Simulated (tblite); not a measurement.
Input of a run (GFN2-xTB geometry optimisation, gas phase (tblite 0.8.0)), started from a force field or distance geometry:
```
{"job": {"kind": "relax", "xc": "GFN2-xTB", "basis": "xTB"}, "charge": 0, "multiplicity": 1}
C      2.498000     1.824100     0.120400
N      1.289800     1.382800     0.003300
C      1.107400     0.103000    -0.576500
C      2.170700    -0.859600    -0.143300
Si    -0.528700    -0.683400    -0.027100
C     -0.686200    -0.662900     1.810700
O     -0.400000    -2.333400    -0.488000
Si    -2.267700     0.139800    -1.113800
N     -3.100500     1.477100    -0.324100
H      3.364300     1.291500    -0.209900
H      2.653800     2.809800     0.577300
H      1.040100     0.200200    -1.676600
H      2.206200    -0.873600     0.983600
H      3.157800    -0.696100    -0.621400
H      1.807600    -1.864900    -0.496400
H     -1.660800    -0.276200     2.180400
H      0.153100    -0.098300     2.300100
H     -0.572400    -1.711700     2.207200
H     -1.220100    -2.816600    -0.215200
H     -1.818500     0.541700    -2.456400
H     -3.254800    -0.944200    -1.283800
H     -2.663300     1.865000     0.514400
H     -3.280700     2.212900    -1.054900
```

Output (eV, eV/Å):
```
step      E/eV     max force
  0    -790.37813    2.830
  1    -790.71631    2.697
  2    -790.81319    1.145
  3    -790.86132    0.564
  4    -790.92391    0.571
  5    -790.96635    0.587
  6    -791.00503    0.365
  7    -791.03739    0.368
  8    -791.07501    0.451
  9    -791.10802    0.421
 10    -791.12957    0.276
 11    -791.14302    0.304
 12    -791.15455    0.289
 13    -791.16546    0.241
 14    -791.17486    0.196
 15    -791.18220    0.188
 16    -791.18857    0.180
 17    -791.19505    0.220
 18    -791.20148    0.182
 19    -791.20748    0.192
 20    -791.21340    0.185
 21    -791.22025    0.208
 22    -791.22871    0.252
 23    -791.23844    0.251
 24    -791.24895    0.228
 25    -791.26087    0.281
 26    -791.27433    0.326
 27    -791.28921    0.333
 28    -791.30636    0.435
 29    -791.32448    0.407
 30    -791.33675    0.432
 31    -791.32612    0.677
 32    -791.35043    0.182
 33    -791.35408    0.162
 34    -791.36171    0.195
 35    -791.36632    0.204
 36    -791.37315    0.201
 37    -791.37961    0.173
 38    -791.38444    0.177
 39    -791.39021    0.240
 40    -791.39534    0.163
 41    -791.40096    0.116
 42    -791.40324    0.099
 43    -791.40695    0.111
 44    -791.40917    0.108
 45    -791.41159    0.101
 46    -791.41395    0.114
 47    -791.41631    0.140
 48    -791.41831    0.080
 49    -791.41980    0.092
 50    -791.42150    0.097
 51    -791.42390    0.125
 52    -791.42646    0.113
 53    -791.42856    0.097
 54    -791.43038    0.097
 55    -791.43227    0.090
 56    -791.43429    0.090
 57    -791.43611    0.103
 58    -791.43769    0.090
 59    -791.43911    0.082
 60    -791.44032    0.078
 61    -791.44135    0.095
 62    -791.44235    0.090
 63    -791.44329    0.071
 64    -791.44402    0.052
 65    -791.44449    0.054
 66    -791.44486    0.044
 67    -791.44529    0.055
 68    -791.44582    0.057
 69    -791.44635    0.048
 70    -791.44684    0.053
 71    -791.44737    0.054
 72    -791.44799    0.071
 73    -791.44865    0.072
 74    -791.44920    0.053
 75    -791.44966    0.050
 76    -791.45016    0.061
 77    -791.45077    0.070
 78    -791.45142    0.079
 79    -791.45197    0.056
 80    -791.45240    0.055
 81    -791.45280    0.054
 82    -791.45313    0.036
 83    -791.45335    0.028
 84    -791.45350    0.031
 85    -791.45365    0.045
 86    -791.45381    0.030
 87    -791.45397    0.025
 88    -791.45413    0.033
 89    -791.45431    0.037
 90    -791.45455    0.047
 91    -791.45484    0.051
 92    -791.45513    0.044
 93    -791.45538    0.038
 94    -791.45558    0.030
 95    -791.45572    0.027
 96    -791.45584    0.030
 97    -791.45597    0.031
 98    -791.45611    0.025
 99    -791.45625    0.025
100    -791.45638    0.024
101    -791.45650    0.026
102    -791.45663    0.029
103    -791.45678    0.034
104    -791.45695    0.031
105    -791.45712    0.036
106    -791.45730    0.032
107    -791.45751    0.029
108    -791.45775    0.034
109    -791.45798    0.041
110    -791.45815    0.039
111    -791.45830    0.024
112    -791.45846    0.030
113    -791.45861    0.027
114    -791.45877    0.038
115    -791.45896    0.031
116    -791.45922    0.037
117    -791.45956    0.045
118    -791.45992    0.043
119    -791.46018    0.047
120    -791.46033    0.051
121    -791.46062    0.036
122    -791.46096    0.041
123    -791.46127    0.034
124    -791.46155    0.035
125    -791.46179    0.033
126    -791.46203    0.032
127    -791.46225    0.031
128    -791.46242    0.020
129    -791.46254    0.019
130    -791.46262    0.030
131    -791.46268    0.018
132    -791.46276    0.025
133    -791.46292    0.032
134    -791.46304    0.028
135    -791.46319    0.030
136    -791.46331    0.029
137    -791.46341    0.020
138    -791.46348    0.016
139    -791.46353    0.014
140    -791.46356    0.029
141    -791.46360    0.015
142    -791.46365    0.011
143    -791.46370    0.015
144    -791.46379    0.019
145    -791.46387    0.015
146    -791.46394    0.014
147    -791.46400    0.018
148    -791.46407    0.023
149    -791.46416    0.023
150    -791.46430    0.024
151    -791.46445    0.027
152    -791.46456    0.027
153    -791.46464    0.021
154    -791.46471    0.014
155    -791.46477    0.017
156    -791.46484    0.021
157    -791.46492    0.020
158    -791.46502    0.019
159    -791.46511    0.016
160    -791.46520    0.018
161    -791.46527    0.020
162    -791.46535    0.026
163    -791.46548    0.034
164    -791.46563    0.030
165    -791.46578    0.033
166    -791.46592    0.031
167    -791.46606    0.030
168    -791.46620    0.025
169    -791.46635    0.027
170    -791.46658    0.038
171    -791.46681    0.045
172    -791.46705    0.030
173    -791.46726    0.035
174    -791.46744    0.031
175    -791.46763    0.037
176    -791.46800    0.039
177    -791.46848    0.044
178    -791.46908    0.062
179    -791.46973    0.105
180    -791.46797    0.208
181    -791.47091    0.048
182    -791.47149    0.043
183    -791.47238    0.124
184    -791.47322    0.049
185    -791.47360    0.050
186    -791.47430    0.142
187    -791.47532    0.060
188    -791.47605    0.063
189    -791.47812    0.095
190    -791.47917    0.073
191    -791.48130    0.102
192    -791.48311    0.066
193    -791.48345    0.129
194    -791.48419    0.115
195    -791.48498    0.045
196    -791.48533    0.037
197    -791.48587    0.070
198    -791.48626    0.062
199    -791.48654    0.030
200    -791.48678    0.038
201    -791.48709    0.029
202    -791.48728    0.034
203    -791.48744    0.033
204    -791.48762    0.036
205    -791.48782    0.034
206    -791.48806    0.044
207    -791.48833    0.038
208    -791.48863    0.030
209    -791.48894    0.039
210    -791.48922    0.034
211    -791.48948    0.036
212    -791.48969    0.039
213    -791.48982    0.029
214    -791.48995    0.036
215    -791.49010    0.027
216    -791.49040    0.026
217    -791.49061    0.032
218    -791.49090    0.040
219    -791.49112    0.040
220    -791.49135    0.030
221    -791.49157    0.028
222    -791.49178    0.032
223    -791.49198    0.028
224    -791.49217    0.025
225    -791.49235    0.026
226    -791.49254    0.029
227    -791.49276    0.040
228    -791.49308    0.053
229    -791.49355    0.060
230    -791.49422    0.073
231    -791.49489    0.067
232    -791.49539    0.057
233    -791.49582    0.040
234    -791.49612    0.033
235    -791.49646    0.037
236    -791.49681    0.045
237    -791.49719    0.053
238    -791.49757    0.053
239    -791.49783    0.031
240    -791.49803    0.033
241    -791.49819    0.030
242    -791.49832    0.024
243    -791.49843    0.023
244    -791.49853    0.018
245    -791.49862    0.017
246    -791.49869    0.017
247    -791.49877    0.019
248    -791.49885    0.021
249    -791.49895    0.022
250    -791.49907    0.022
251    -791.49920    0.024
252    -791.49932    0.024
253    -791.49943    0.021
254    -791.49953    0.020
255    -791.49963    0.023
256    -791.49972    0.032
257    -791.49980    0.021
258    -791.49989    0.022
259    -791.50000    0.019
260    -791.50009    0.022
261    -791.50018    0.018
262    -791.50026    0.020
263    -791.50034    0.019
264    -791.50043    0.021
265    -791.50052    0.024
266    -791.50063    0.023
267    -791.50076    0.024
268    -791.50087    0.020
269    -791.50095    0.018
270    -791.50101    0.017
271    -791.50105    0.016
272    -791.50109    0.012
273    -791.50112    0.012
274    -791.50114    0.009
```

Q: Summarise the run.

A: The energy falls by 108.4 kJ/mol over 274 L-BFGS steps, the largest force on an atom goes from 2.83 to 0.009 eV/Å, and the atoms move by 0.902 Å rms after alignment. The bond that changes most is Si5–Si8 (oxygen-bound silicon to SiH2 silicon), which lengthens by 0.091 Å. Bonds longer at the end by more than 0.005 Å: 6 of 22; shorter: 14. Among the angles that change most is Si8–N9–H23, from 107.5° to 121.1°. Among the dihedrals that turn most is O7–Si5–Si8–H21, from 32° to 89°. The energy rose by more than 1e-5 eV at steps 31 and 180. The first step brought 30 % of the lowering.

Q: What are the final bond lengths?

A: C1=N2 1.256 Å, N2–C3 1.421 Å, C3–C4 1.525 Å, C3–Si5 1.942 Å, Si5–C6 1.911 Å, Si5–O7 1.644 Å, Si5–Si8 2.301 Å, Si8–N9 1.715 Å, C1–H10 1.091 Å, C1–H11 1.082 Å, C3–H12 1.096 Å, C4–H13 1.088 Å, C4–H14 1.091 Å, C4–H15 1.086 Å, C6–H16 1.087 Å, C6–H17 1.085 Å, C6–H18 1.087 Å, O7–H19 0.953 Å, Si8–H20 1.481 Å, Si8–H21 1.474 Å, N9–H22 1.010 Å, N9–H23 1.006 Å. Numbering counts from 1 in the input's order; the species is `C=N[C@@H](C)[Si@](C)(O)[SiH2]N`.

Time: 5.1 s. Hardware: Arm Neoverse N1, one thread, shared host.

Its GFN2-xTB frequencies are all real (lowest 39 cm⁻¹). One conformer, not necessarily the lowest.

These are computed values.
